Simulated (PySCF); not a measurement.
F3Sc, SMILES [F][Sc-]([F])[F] (connectivity only; charge and spin as stated), charge -1, multiplicity 2. Atoms are numbered in the order given.

```xyz
4

Sc     0.0000     0.0000     0.0000
F      1.9245     0.0000     0.0000
F     -0.9623     1.6667     0.0000
F     -0.9623    -1.6667     0.0000
```
Charge -1, spin multiplicity 2.

Coordinates come from a B3LYP-D3(BJ)/def2-SVPD optimisation. A frequency run showed that this geometry is not a minimum. The spin state was assumed, not searched.

Computed with PBE/def2-TZVPD run with PySCF.

The molecule is in vacuum. A positive occupied level means that this level leaves the electron formally unbound; only the finite basis holds it.

total energy: -1060.17802 hartree
point group: D3h
α spin, highest occupied and lowest empty level: 1.41 and 2.70 eV
β spin, highest occupied and lowest empty level: -3.59 and 2.43 eV
dipole moment about the centre of nuclear charge: 0.00 D
mean static polarisability: 153.8 bohr³ (22.80 Å³)
polarisability, principal values: 98.3, 98.3, 264.9 bohr³
⟨S²⟩: 0.751 (pure state 0.75)
